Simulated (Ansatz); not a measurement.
H5GeSi, doublet, geometry from GFN2-xTB; Ansatz (a quantum-chemistry and plane-wave program) with PBE0/def2-SV(P).

Here is a job for Ansatz.
Ansatz 0.2 input:
```yaml
crystal:
  periodic: [false, false, false]
  atoms:
    - {symbol: Si, position_ang: [1.58255728, -0.14883064, 0.22848526]}
    - {symbol: Ge, position_ang: [-0.70737659, 0.06516866, -0.06935058]}
    - {symbol: H, position_ang: [2.35711363, 0.97278161, -0.30935075]}
    - {symbol: H, position_ang: [2.14741312, -1.38590867, -0.31683571]}
    - {symbol: H, position_ang: [-1.50411796, -0.31898370, 1.14733016]}
    - {symbol: H, position_ang: [-1.16165919, 1.47053600, -0.33975223]}
    - {symbol: H, position_ang: [-1.35850081, -0.74019347, -1.16096632]}
basis:
  gaussian:
    orbitals: def2-SV_P_.json
hamiltonian:
  xc: pbe0
magnetization: {spin_polarized: true, initial_magnetization: 1}
```
The basis file holds def2-SV(P) in the JSON format of the Basis Set Exchange.

Q: Predict the main parts of the log of this Ansatz run.

A: 
```
Functional definition: PBE0
642 factors; integrals over basis functions are off by at most 5.3e-4 eV
mean field evaluation 1: about -64454.7761 eV, gradient 9.4e0 eV
mean field evaluation 2: about -64455.0546 eV, gradient 7.1e0 eV
mean field evaluation 4: about -64455.1664 eV, gradient 2.7e-1 eV
mean field evaluation 8: about -64455.2014 eV, gradient 7.3e-3 eV
mean field -64455.20137175 eV, -2368.6849611072 hartree, gradient 5.4e-5 eV, S^2 0.753467; 0 other end points of the search recorded, 0 dependent functions left out
reference -64455.20139782 eV, -2368.6849620653 hartree; 26, 25 occupied and 34, 35 virtual orbitals, 642 factors
Total energy: -64455.20139782 eV, -2368.6849620653 hartree
```
